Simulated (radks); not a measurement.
All-electron atom: the promethium ion Pm43+ in [Ar]. All-electron calculation, scalar-relativistic Kohn-Sham, BLYP, spin-polarised, spherical densities, finite nucleus; Fermi nuclear charge, rms radius 4.962 fm. Program: a radial shooting solver on a logarithmic mesh with Libxc functionals.

Normalised radial functions P(r) = r R(r), r in bohr:

```
   r/bohr * 2p, o 3s (the largest magnitude, 3.32, reaches the edge; | marks zero, & curves that meet)
  0.00092                             * o
 0.001142                             * o
 0.001417                             * o
 0.001759                             *  o
 0.002183                             *  o
 0.002709                             *   o
 0.003389                             |*  o
 0.004207                             |*   o
 0.005221                             |*    o
 0.006479                             | *   o
 0.008042                             |  *   o
  0.01006                             |   *  o
  0.01249                             |    * o
   0.0155                             |     o*
  0.01923                             |    o    *
  0.02387                             | o          *
  0.02963                            o|                *
  0.03706                         o   |                    *
    0.046                     o       |                       *
  0.05709                  o          |                         *
  0.07085                  o          |                          *
  0.08794                    o        |                        *
   0.1091                          o  |                    *
   0.1365                             |     o        *
   0.1695                             |        *    o
   0.2103                             |    *             o
    0.261                             | *               o
    0.324                             *            o
   0.4021                             *      o
    0.503                             *  o
   0.6243                             *o
   0.7748                             &
```

2p: eigenvalue -9104.3 eV, 0 radial nodes, <r> = 0.0861 bohr, 90 % of the charge inside 0.140 bohr. 3s: eigenvalue -3755.5 eV, 2 radial nodes at r = 0.0286, 0.117 bohr, <r> = 0.241 bohr, 90 % of the charge inside 0.350 bohr.
